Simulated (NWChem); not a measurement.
Molecule: InGeH₅; SMILES [GeH3][InH2]

Program: NWChem. All runs use the structure optimised with PBE0/def2-SVP. def2 effective core potentials on In; no spin-orbit coupling.

Problem. Predict the results for B3LYP/def2-SVP. Quantities: highest occupied level (eV); orbital gap (eV); dipole (D).

Solution. 
* **highest occupied level (eV)**: -7.09
* **orbital gap (eV)**: 4.75
* **dipole (D)**: 0.30
